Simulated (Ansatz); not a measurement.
The cluster Sn3Pt2⁺, relaxed as a doublet with UKS B3LYP-D4/def2-SVP in Ansatz, starting from the GFN1-xTB geometry. Force threshold 0.02 eV/Å.

In the def2 sets Pt, Sn take a core potential; there is no spin–orbit coupling. The relaxation made no stability test and no search for a lower SCF solution. No other spin state of charge 1 was run. The structure comes from a short search, and lower isomers may exist.

Start:

Cartesian coordinates in Å:
```
Pt 0.5044 1.5703 -0.1261
Pt 0.6098 -0.4557 -1.4189
Sn 1.4725 0.7214 2.0600
Sn -1.8250 -1.1617 -1.5443
Sn -0.7616 -0.6742 1.0293
```

Question: Estimate the energy that the relaxation releases and the steps that it takes.

Answer: 69.1 kJ/mol, in 19 steps; 2.6 min on 4 threads of Arm Neoverse V1 on a shared host. The force fell under the threshold at step 6, but the optimiser went on and released 0.294 eV more. No frequencies were taken in this run, so the end may be a saddle point.

Question: Does the start keep its bonding?

Answer: Bonds formed: Pt1–Sn4, Pt2–Sn3 (atoms count from 1). The end is the same structure that another start reached, the lowest one found.

Question: Predict the relaxed structure.

Answer: 
```xyz
5

Pt   -0.2603    1.5513   -0.2599
Pt    1.1434   -0.6040   -1.0306
Sn    1.7068    0.2593    1.4250
Sn   -1.4730   -0.7642   -1.5021
Sn   -1.1170   -0.4424    1.3675
```
Bond lengths (bridged metal pairs left out): 6 × Pt–Sn 2.66 to 3.30 Å; 2 × Sn–Sn 2.91 Å; 1 × Pt–Pt 2.69 Å.
